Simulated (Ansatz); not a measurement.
Saddle point of BH₂Cl₂OF, singlet (BHCl₂O ([OH][B]([Cl])[Cl]) + HF → BCl₂F ([F][B]([Cl])[Cl]) + H₂O (still joined by a long B–O bond); bonds formed: B1–F6, O2–H5; bonds broken: H5–F6; bonds weakened to dative contacts: B1–O2), PBE0-D4/def2-TZVP structure:

```xyz
7
angstrom
B -0.4554 0.0821 -0.2047
O 0.9804 0.4303 -0.0713
Cl -0.7828 -1.3262 -1.2475
Cl -1.5634 1.4572 -0.2664
H 0.6450 -0.0889 1.0575
F -0.3620 -0.4305 1.3608
H 1.5379 -0.1241 -0.6283
```

Energies are electronic, without zero-point energy. Barriers and step energies count from the start structure reached by relaxing down the imaginary mode; all methods use the PBE0-D4 structures, on which another method's saddle can fall below an end. Program: Ansatz 0.2.0. Basis: def2-TZVPP, with def2-QZVPP for the basis limit. Cores are frozen in the correlated methods. B3LYP uses VWN-RPA correlation. Extrapolation: Hartree–Fock as exp(−7.88 √X), correlation as X^−2.97.

| method | barrier (eV) | step energy (eV) |
| --- | --- | --- |
| SPW92 | ? | -0.395 |
| PBE-D4 | 0.839 | -0.154 |
| BLYP-D4 | 1.022 | -0.049 |
| r2SCAN-D4 | 0.868 | -0.237 |
| B97M-V | 1.037 | -0.210 |
| PBE0-D4 | 0.931 | -0.195 |
| B3LYP-D4 | 1.070 | -0.095 |
| r2SCAN0-D4 | ? | -0.249 |
| BHLYP-D4 | 1.171 | -0.147 |
| CAM-B3LYP-D4 | ? | -0.168 |
| wB97X-V | 0.939 | -0.225 |
| wB97M-V | 0.922 | -0.238 |
| B2PLYP | 1.073 | -0.097 |
| PBE-QIDH | 0.978 | -0.207 |
| RPA on PBE | 1.007 | -0.116 |
| HF | 1.567 | -0.033 |
| MP2 | 0.985 | -0.148 |
| CCSD | 1.116 | -0.132 |
| CCSD(T) | 1.032 | -0.145 |

Question: Fill in the withheld barriers. (Judge from chemistry; the value comes from the calculation.)

Answer: By the calculation: r2SCAN0-D4 0.943; SPW92 0.470; CAM-B3LYP-D4 0.995 eV. Each is the energy of the saddle less that of the start structure, by the same method.

For comparison, the barrier by CCSD(T) at an estimated basis limit (MP2 extrapolated from triple and quadruple zeta, plus CCSD(T) − MP2 in triple zeta) is 1.067 eV.

The T1 diagnostic stays at or below 0.011.

Steps of this kind, hydrogen fluoride cutting a network bond, underlie vapour etching and the fluorination step of atomic layer etching.

Labels in which every atom is bracketed show which atoms are joined, not bond orders.

For scale, one of the runs: CCSD(T)/def2-TZVPP, 205 basis functions, launched by `ansatz run in.yaml --threads 4 --pin off --events-out ev --progress --plain --max-ram 9574MiB`. Hardware: 4 CPU threads of an Arm Neoverse V2, shared host. Wall time 57 s; peak host memory 2.7 GiB.
